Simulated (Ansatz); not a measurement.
Reaction 5 R1 + R2 → 3 P1 + P2 + 2 P3, each structure at its B3LYP-D3(BJ)/def2-TZVP stationary point, reached from a drawn start (curvature not checked).
R1: H2 (SMILES [H][H]), charge 0, multiplicity 1.
P1: HCl (SMILES Cl), charge 0, multiplicity 1.
P2: NH3 (SMILES N), charge 0, multiplicity 1.
P3, SiH4 (SMILES [SiH4]) (charge 0, multiplicity 1):
```xyz
5

Si     0.00000     0.00000     0.00000
H      0.85468     0.85468     0.85468
H     -0.85468    -0.85468     0.85468
H     -0.85468     0.85468    -0.85468
H      0.85468    -0.85468    -0.85468
```
R2: Cl3H4NSi2 (SMILES [SiH3]N[Si](Cl)(Cl)Cl), charge 0, multiplicity 1.

P less R. No zero-point or thermal terms. One arrangement of each flexible species, with no search for the lowest.

Correlated levels freeze the cores.

Codes used: Ansatz (Gaussian orbitals). No computed number here is a measurement.

Total energies in hartree:

| structure | PBE/def2-TZVPP | r2SCAN/def2-TZVPP | CCSD(T)/cc-pV(T+d)Z |
|---|---|---|---|
| R1 | -1.166122 | -1.171285 | -1.172336 |
| P1 | -460.627412 | -460.785863 | -460.339793 |
| P2 | -56.510610 | -56.548531 | -56.473042 |
| P3 | -291.721620 | -291.854203 | -291.440117 |
| R2 | -2016.109469 | -2016.879090 | -2014.621597 |

Problem. Work out the reaction energy at each level in kcal/mol (1 hartree = 627.50947 kcal/mol), and say how far PBE/def2-TZVPP lies from CCSD(T)/cc-pV(T+d)Z.

Solution. 
- PBE/def2-TZVPP: 3 × (-460.627412) + 2 × (-291.721620) + (-56.510610) − (-2016.109469) − 5 × (-1.166122) = 0.103993 hartree = 65.26 kcal/mol
- r2SCAN/def2-TZVPP: 3 × (-460.785863) + 2 × (-291.854203) + (-56.548531) − (-2016.879090) − 5 × (-1.171285) = 0.120989 hartree = 75.92 kcal/mol
- CCSD(T)/cc-pV(T+d)Z: 3 × (-460.339793) + 2 × (-291.440117) + (-56.473042) − (-2014.621597) − 5 × (-1.172336) = 0.110622 hartree = 69.42 kcal/mol
PBE/def2-TZVPP less CCSD(T)/cc-pV(T+d)Z: -4.16 kcal/mol. CCSD(T)/cc-pV(T+d)Z is the level counted from, the highest shown, and no exact or measured value.

Ansatz is a first-principles code.
